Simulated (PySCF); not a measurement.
H8NSi2, SMILES [SiH3][NH2+][SiH3], charge +1. Geometry optimised at PBE0-D3(BJ)/def2-SVP. The isomer is the one that the SMILES or the coordinates give; other isomers of the formula were not compared.

**Question.** Give the equilibrium geometry at PBE0-D3(BJ)/def2-SVP (PySCF confirms it by a frequency run) as Cartesian coordinates in Å, and its point group. (Estimate from the structure and the level; the computed values follow.)

**Answer.** point group C2.
```xyz
11

Si     1.6125     0.0000    -0.2100
N      0.0000     0.0000     0.7772
Si    -1.6125     0.0000    -0.2100
H      2.6725    -0.0115     0.8233
H      1.5240     1.2508    -0.9972
H      1.5138    -1.2392    -1.0142
H     -0.0002    -0.8136     1.4078
H      0.0002     0.8136     1.4078
H     -1.5138     1.2392    -1.0142
H     -1.5240    -1.2508    -0.9972
H     -2.6725     0.0115     0.8233
```
Charge +1, spin multiplicity 1.
